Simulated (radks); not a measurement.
Values are calculated unless marked as measured or tabulated.
Q: Nb2+, 39 electrons, occupied as [Kr] 4d3. Level of theory: scalar-relativistic Kohn-Sham, BLYP, spin-polarised, spherical densities, point nucleus; open shells are filled with parallel spins first (spin-orbit coupling, left out, can overturn this in heavy ions) (a radial shooting solver on a logarithmic mesh with Libxc functionals). Some entries of the table are withheld. Estimate them.

orbital  occ.  eigenvalue (eV)  <r^2> (bohr^2)  r(max) (bohr)
1s down     1        -18829.74        0.001757        0.02349
1s up       1        -18829.73        0.001757        0.02349
2s up       1        -2648.954         0.02945         0.1332
2s down     1        -2648.656         0.02944         0.1332
2p up       3        -2367.428         0.02318         0.1064
2p down     3        -2367.206         0.02318         0.1064
3s up       1        -456.2179          0.2253         0.3955
3s down     1        -456.0530          0.2253         0.3956
3p up       3        -364.2464          0.2316         0.3892
3p down     3        -364.0631          0.2316         0.3893
3d up       5        -213.8570          0.2263         0.3342
3d down     5        -213.5763          0.2261         0.3344
4s up       1         -76.3755           1.516          1.032
4s down     1         -74.6721           1.502          1.027
4p up       3         -52.4101           1.916          1.122
4p down     3         -50.5281           1.904          1.116
4d up       3              (1)             (2)          1.450
4d down     0              (3)             (4)          1.448

A: 
(1) 4d up eigenvalue (eV): -19.7450
(2) 4d up <r^2> (bohr^2): 4.062
(3) 4d down eigenvalue (eV): -17.8703
(4) 4d down <r^2> (bohr^2): 4.317
